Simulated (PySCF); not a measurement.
Species: C₄H₃F₅O.
Z-matrix (Å and degrees, PBE0-D3(BJ)/def2-SVP geometry), rows numbered from 1:
```
F 
C   1  1.3461
C   2  1.5096  1  117.90
C   3  1.4837  2   59.61  1  -108.12
F   4  1.3465  2  118.13  3   109.35
O   4  1.3731  2  119.91  3  -105.51
C   6  1.3610  4  118.63  2   -81.24
F   7  1.3264  6  111.17  4   -84.64
F   7  1.3177  6  107.50  4   156.61
F   7  1.3271  6  112.52  4    36.30
H   2  1.0951  1  113.64  3   146.74
H   3  1.0923  2  118.34  4  -107.68
H   3  1.0929  2  116.17  4   105.80
```

Definitions: NICS(0) = −σiso at the ring centroid; NICS(1) = −σiso and NICS(1)zz = −σzz at ±1 Å along the ring normal z. Level: GIAO PBE0/pcSseg-1 (PySCF, non-relativistic, gas phase) on the PBE0-D3(BJ)/def2-SVP geometry, one conformer.

Ring bond lengths (Å), with Mayer bond orders in brackets: C2–C3 1.510 (0.92), C3–C4 1.484 (0.96), C4–C2 1.488 (0.93).

Problem. What do the NICS probes read (ppm)?

Solution. 
```csv
ring,type,NICS(0),"NICS(1), two faces","NICS(1)zz, two faces",rms pucker (Å),"centre to ring atoms, mean (Å)"
C2–C3–C4,3-membered carbocycle; formal bonds all single,-31.5,-7.9 / -6.0,-16.6 / -10.0,0.00,0.86
```

Problem. What can be read from them?

Solution. 
- C2–C3–C4: mean NICS(1)zz -13.3 ppm, shielded. C2, C3, C4 have four or more neighbours, and the NICS criterion for π rings isn't applied. The two faces differ by 6.6 ppm, so no symmetry operation interchanges them. NICS(0) lies 25 ppm below the mean NICS(1).

Problem. What are the shieldings of the ring atoms and their hydrogens in the same run (means over atoms taken as equivalent)?

Solution. 
```csv
atoms,environment,σ isotropic (ppm)
C2,sp3 C–F carbon,112.0
C3,three-membered-ring carbon,164.6
C4,sp3 C–F carbon,87.3
H11,methine hydrogen,26.74
H12,methylene hydrogen,29.75
H13,methylene hydrogen,29.74
```

Problem. How do the values depend on the level or the medium?

Solution. 
```csv
level,"NICS(0), C2–C3–C4","mean NICS(1)zz, C2–C3–C4"
"PBE0/pcSseg-1, gas",-31.5,-13.3
"wB97X-D/pcSseg-1, gas",-31.3,-13.3
```

The geometry is the same throughout.
